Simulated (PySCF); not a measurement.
`[SiH3]O[SiH2][SiH3]`. Level of theory: PySCF 2.14.0, PBE0-D3(BJ)/def2-SVP geometry optimisation, gas phase.

```
atom  x, y, z in Å
Si1    1.8588   -1.0994    0.3684
O2     1.3030    0.4582    0.2683
Si3   -0.0672    1.3979    0.1767
Si4   -1.9475    0.0716   -0.3060
H5     3.2351   -1.1520   -0.1984
H6     0.9606   -2.0116   -0.4064
H7     1.8863   -1.5516    1.7911
H8     0.1202    2.4225   -0.8942
H9    -0.2625    2.1142    1.4745
H10   -1.7697   -0.6246   -1.6178
H11   -3.1677    0.9345   -0.3782
H12   -2.1471   -0.9611    0.7583
```

Q: What is the repulsion energy of the bare nuclei, Σ ZA·ZB/RAB?

A: 277.93 Eh over 66 pairs, with full nuclear charges and distances in bohr; the largest single term is 44.12 Eh (Si3 with Si4).

Q: How far are the heavy atoms from their best plane (unweighted least squares)?

A: 0.040 Å rms; Si1 0.03, O2 0.06, Si3 0.04, Si4 0.01 Å (magnitudes).

Q: Where is the centre of mass (commonest isotopes), and what is the radius of gyration?

A: Mass 107.988 u; centre at (0.142, 0.156, 0.107) Å; Rg = √(Σ m r²/M) = 1.895 Å. As Ia + Ib + Ic = 2 Σ m r², the three principal moments sum to 775.5 u·Å².

Q: Give the dihedral angles H8–Si3–Si4–H11, O2–Si3–Si4–H12, H9–Si3–Si4–H10, Si1–O2–Si3–Si4.

A: H8–Si3–Si4–H11 -60° (synclinal); O2–Si3–Si4–H12 60° (synclinal); H9–Si3–Si4–H10 179° (antiperiplanar); Si1–O2–Si3–Si4 -13° (synperiplanar). Dihedral signs follow IUPAC: positive where, seen along the central bond, the front bond turns clockwise onto the rear one.

Q: Write the matrix of distances between heavy atoms (Å, lower triangle).

A: 
```
Si1   0.000
O2    1.657  0.000
Si3   3.159  1.664  0.000
Si4   4.039  3.323  2.351  0.000
```

No frequency check. One conformer, not necessarily the lowest.
